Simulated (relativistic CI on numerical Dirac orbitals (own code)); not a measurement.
Calculated at this level of theory: Dirac-Coulomb-Breit CI, KLI orbitals optimised for each configuration, a model potential for QED, unscaled Slater integrals (own radial code, finite nucleus).

The strongest absorption lines from the ground level of an ion, among the configurations computed and to levels below about 582 eV (vacuum wavelength in nm, gf): 2.1516 (0.047), 2.1538 (0.025), 2.4662 (0.098), 2.4713 (0.052), 3.4078 (0.31), 3.4276 (0.17), 25.591 (0.48), 28.750 (0.21).

Which ion is it?
A. Zn XX
B. Ge XXII
C. Fe XVI
D. Zn XXII

A. Zn XX has 11 electrons and the ground level 3s 2S_1/2; the strongest line goes to 3p 2P°_3/2. The pattern of lines fixes the number of electrons, and along that sequence the line energies rise steadily with the charge (about as its square where n changes within one kind of shell, about linearly where n is kept but much faster in heavy ions where fine structure, which grows about as Z⁴, sets the gap, and irregularly where shells cross), which fixes Z. Configurations outside the model, such as inner-shell arrays, can give stronger lines. At this charge energies of transitions that change n are usually good to better than 1 %, and those within a shell (Δn = 0) to a few per cent.
